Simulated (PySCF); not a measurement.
Compound: C₇H₁₀O₂.
Structure used (PBE0-D3(BJ)/def2-SVP), in Å, numbered top down from 1:
```xyz
19
C7H10O2 angstrom
C     -2.648   -0.001    0.253
C     -1.363   -0.307    0.102
C     -0.474   -1.419    0.603
C      0.720   -0.463    0.436
C      1.956   -0.990   -0.223
O      2.059   -2.056   -0.772
O      2.956   -0.096   -0.189
C     -0.178    0.455   -0.457
C     -0.084    1.954   -0.297
H     -3.333   -0.673    0.778
H     -3.058    0.933   -0.140
H     -0.391   -2.254   -0.111
H     -0.670   -1.824    1.607
H      0.983    0.066    1.364
H      3.695   -0.492   -0.677
H     -0.031    0.170   -1.515
H     -0.829    2.468   -0.924
H     -0.262    2.247    0.750
H      0.914    2.314   -0.592
```

Linear response at CAM-B3LYP/def2-SVPD (PySCF, frozen core in the response, non-relativistic).

Static isotropic polarisability: 89.09 au (13.20 Å³), principal values 68.8, 87.6, 110.8 au.

What is the polarisability at 1064 nm and at the sodium D line?

89.84 au at 1064 nm (+0.8 %), 91.62 au at 589.3 nm (+2.8 %). The rise at 589.3 nm is 3.38 times that at 1064 nm; a pure ω² law gives 3.26. The lowest singlet lies at 211 nm, shorter than both wavelengths.

What is the isotropic C6 coefficient between two such molecules, C6 = (3/π)∫α(iω)² dω?

3392 au (Eh·bohr⁶) by a ten-point quadrature over imaginary frequencies, which is 2030 eV·Å⁶ or 196 J·nm⁶/mol.

Which effective excitation energy ω̄ makes London's formula C6 = (3/4)α²ω̄ exact here?

ω̄ = 4·C6/(3α²) = 0.570 Eh = 15.5 eV. A one-pole form α(ω) = α/(1 − ω²/ω̄²) fitted to the 1064 nm value gives 12.8 eV.

The lowest 6 singlets have (eV, f): 5.88, 0.002; 6.90, 0.331; 7.06, 0.097; 7.23, 0.005; 7.48, 0.012; 7.57, 0.035. What share of the static polarisability do they carry in the sum over states α = Σ f/ω²?

7.30 au, 8.2 % of α; the largest term, 5.15 au, is that of the state at 6.90 eV. Their oscillator strengths add up to 0.48. Higher states carry the rest.

How many electrons N does the Slater–Kirkwood formula C6 = (3/4)·√N·α^(3/2) need to give this C6?

N = (4·C6/3)²/α³ = 28.9; the species has 68 electrons in all.

What three-body coefficient follows from the one-pole estimate C9 = (3/4)·α·C6?

227000 au. This is an estimate from the two numbers above, not a computed integral.

What n − 1 at the D line would an ideal gas of it have at 273.15 K and 1 atm (2.6868 × 10¹⁹ cm⁻³), by n − 1 = 2π·N·α′?

22.92 × 10⁻⁴, a formal value whether or not that pressure can be reached.

What molar refraction at the D line follows from R = (4π/3)·N_A·α′, with α′ the polarisability volume?

α′ = 13.58 Å³ gives R = 34.25 cm³/mol, for isolated, non-vibrating species.

How anisotropic is the static polarisability, by Δα² = ½[(α1 − α2)² + (α2 − α3)² + (α3 − α1)²]?

Δα = 36.4 au, or 0.41 of the isotropic value.

One conformer stands for the species.
